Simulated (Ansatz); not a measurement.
Level of theory: frozen-core CCSD(T)/cc-pVTZ // B3LYP-D3(BJ)/def2-TZVP (Ansatz, a quantum-chemistry and plane-wave program). The geometry is that of the parent before the electron was removed.

Ansatz 0.2 input:
```yaml
crystal:
  periodic: [false, false, false]
  atoms:
    - { symbol: Si, position_ang: [2.086749, 0.771049, -0.072014] }
    - { symbol: Si, position_ang: [0.043177, -0.121446, 0.309493] }
    - { symbol: C, position_ang: [-1.69931, -0.342117, -0.182702] }
    - { symbol: O, position_ang: [-1.327385, 0.337921, 1.103809] }
    - { symbol: H, position_ang: [2.700042, -0.457173, -0.679846] }
    - { symbol: H, position_ang: [2.619277, 0.759208, 1.330499] }
    - { symbol: H, position_ang: [-2.224295, -1.27793, -0.021305] }
    - { symbol: H, position_ang: [-2.198253, 0.330489, -0.87317] }
basis:
  gaussian: { orbitals: cc-pVTZ }
correlation:
  method: ccsd_t
total_charge: 1
magnetization:
  spin_polarized: true
  initial_magnetization: 1
```

Output:

```
Functional definition: HF
1074 factors; integrals over basis functions are off by at most 8.0e-4 eV
mean field evaluation 1: about -18838.2614 eV, gradient 4.3e1 eV
mean field evaluation 2: about -18838.2750 eV, gradient 4.3e1 eV
mean field evaluation 4: about -18846.8659 eV, gradient 5.7e0 eV
mean field evaluation 8: about -18847.1997 eV, gradient 1.8e-1 eV
mean field evaluation 16: about -18838.2606 eV, gradient 4.3e1 eV
mean field evaluation 32: about -18844.8663 eV, gradient 5.4e0 eV
mean field evaluation 64: about -18842.4438 eV, gradient 1.4e1 eV
mean field evaluation 96: about -18841.6724 eV, gradient 2.6e1 eV
mean field evaluation 128: about -18840.6750 eV, gradient 3.0e1 eV
mean field evaluation 160: about -18836.3903 eV, gradient 1.9e1 eV
mean field -18847.20070224 eV, -692.6218507159 hartree, gradient 1.7e-6 eV, S^2 0.770720; 4 other end points of the search recorded, 0 dependent functions left out
determinant -18847.20070224 eV, -692.6218507159 hartree, with singles and doubles -18864.58062078 eV, -693.2605509415 hartree
determinant -18845.66951443 eV, -692.5655806016 hartree, with singles and doubles -18863.45745069 eV, -693.2192752020 hartree
12 core orbitals not correlated
reference -18847.20070224 eV, -692.6218507159 hartree; 11, 10 occupied and 161, 162 virtual orbitals, 1074 factors
second order -16.25002951 eV of doubles, -0.00000000 eV of singles
cycle   1  -17.14785156 eV  change    -1.3e0 eV  update   2.9e-2
cycle   2  -17.19224623 eV  change   -4.4e-2 eV  update   7.6e-3
cycle   3  -17.18917433 eV  change    3.1e-3 eV  update   4.6e-3
cycle   4  -17.19191664 eV  change   -2.7e-3 eV  update   2.5e-3
cycle   5  -17.19344187 eV  change   -1.5e-3 eV  update   1.7e-3
cycle   6  -17.19420277 eV  change   -7.6e-4 eV  update   8.4e-4
cycle   7  -17.19431514 eV  change   -1.1e-4 eV  update   3.8e-4
cycle   8  -17.19443307 eV  change   -1.2e-4 eV  update   2.1e-4
cycle   9  -17.19430940 eV  change    1.2e-4 eV  update   1.1e-4
cycle  10  -17.19422893 eV  change    8.0e-5 eV  update   6.0e-5
cycle  11  -17.19424711 eV  change   -1.8e-5 eV  update   3.4e-5
cycle  12  -17.19425036 eV  change   -3.3e-6 eV  update   2.4e-5
perturbative correction -0.81472136 eV, -0.0299404579 hartree
Total energy: -18865.20967397 eV, -693.2836682199 hartree
```

Cost: about 6 core-minutes (a rough figure).
